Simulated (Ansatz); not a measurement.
Ti2Te3, relaxed as a singlet with RKS PBE-D4/def2-SVP in Ansatz, starting from the GFN2-xTB geometry. Force threshold 0.02 eV/Å.

In the def2 sets Te takes a core potential; there is no spin–orbit coupling. The structure comes from a short search, and lower isomers may exist.

Start:

| atom | x (Å) | y (Å) | z (Å) |
| --- | --- | --- | --- |
| Ti1 | -1.058 | -0.472 | -0.767 |
| Ti2 | 1.282 | -0.075 | 0.536 |
| Te3 | -0.135 | 0.355 | -3.006 |
| Te4 | -0.737 | 1.840 | 0.784 |
| Te5 | 0.647 | -1.647 | 2.453 |

Problem. Estimate the energy that the relaxation releases and the steps that it takes.

Solution. 2.65 eV, in 8 steps; 9.5 s on 4 threads of Intel Xeon 6975P-C on a shared host. No frequencies were taken in this run, so the end may be a saddle point.

Problem. Does the start keep its bonding and symmetry?

Solution. Bonds formed: Ti1–Te5, Ti2–Te3 (atoms count from 1). The end is the same structure that another start reached, the lowest one found. Point group C2 at the start, D3h at the end, both within 0.05 Å.

Problem. Predict the relaxed structure.

Solution. 
```xyz
5

Ti   -1.119   -0.392   -0.133
Ti    1.119    0.392    0.133
Te    0.358   -0.237   -2.322
Te   -0.818    2.039    0.866
Te    0.459   -1.802    1.456
```
Bond lengths (bridged metal pairs left out): 6 × Te–Ti 2.65 Å.
